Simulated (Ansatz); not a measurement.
Zn₁₂S₁₂ (started as a model of: Zn12S12 wurtzite hole rod), relaxed as a singlet with RKS PBE-D4/def2-SVP in Ansatz, starting from the GFN1-xTB geometry. Force threshold 0.03 eV/Å.

Single mean-field runs in def2-SVP are fitted with def2-universal-jkfit. Another isomer (singlet) lies 2.49 eV lower at PBE0-D4/def2-TZVP; other spin states weren't run for this one.

Start:

```xyz
24

S     3.910    1.641    1.417
S     2.486   -1.256   -0.119
S     1.060    0.815   -2.458
S    -0.448   -2.083   -3.925
S     0.645    2.679    0.395
S    -2.250    1.785   -3.403
S     2.245   -1.793    3.411
S    -0.630   -2.683   -0.409
S     0.435    2.076    3.918
S    -1.055   -0.817    2.443
S    -2.481    1.271    0.123
S    -3.907   -1.638   -1.399
Zn    3.520   -0.596    1.889
Zn    2.363    1.161   -0.454
Zn    0.930   -1.568   -1.935
Zn   -0.636    0.226   -3.983
Zn    2.014    2.627    2.310
Zn   -0.778    2.083   -1.449
Zn    0.785   -2.092    1.446
Zn   -2.017   -2.631   -2.310
Zn    0.624   -0.233    3.983
Zn   -0.930    1.579    1.931
Zn   -2.355   -1.156    0.451
Zn   -3.527    0.602   -1.874
```

```
step   energy (eV)  largest force component (eV/Å)  SCF passes
   1  -710826.5224                           0.877          18
   2  -710827.8812                           0.343          24
   3  -710828.0665                           0.250          24
   4  -710828.1052                           0.031          20
   5  -710828.1061                           0.012          19
```

Force components are those of the run's own axes.

End:

```xyz
24

S     3.9531    1.6585    1.4192
S     2.5189   -1.2997   -0.1436
S     1.0942    0.8383   -2.4809
S    -0.4420   -2.1068   -3.9696
S     0.6331    2.7389    0.3897
S    -2.2747    1.8186   -3.4509
S     2.2744   -1.8185    3.4511
S    -0.6326   -2.7390   -0.3900
S     0.4413    2.1068    3.9693
S    -1.0941   -0.8387    2.4806
S    -2.5186    1.2999    0.1436
S    -3.9531   -1.6585   -1.4184
Zn    3.3463   -0.4685    1.9624
Zn    2.1887    1.0533   -0.2372
Zn    0.6956   -1.4216   -1.8579
Zn   -0.7806    0.1409   -3.8261
Zn    2.0068    2.3998    2.3412
Zn   -0.8098    1.8024   -1.4318
Zn    0.8100   -1.8025    1.4317
Zn   -2.0071   -2.3998   -2.3411
Zn    0.7804   -0.1408    3.8260
Zn   -0.6956    1.4215    1.8575
Zn   -2.1882   -1.0532    0.2373
Zn   -3.3463    0.4684   -1.9622
```

By distances, no bond broke or formed. The bond that changes most is S11–Zn22, from 2.40 to 2.51 Å (atoms count from 1).

No frequencies were taken in this run, so the end may be a saddle point.

Hardware: 4 threads of AMD EPYC 7R13 on a shared host and a share (37 GiB) of an NVIDIA H100 80GB HBM3. Wall time 29 s, peak host memory 1.4 GiB.
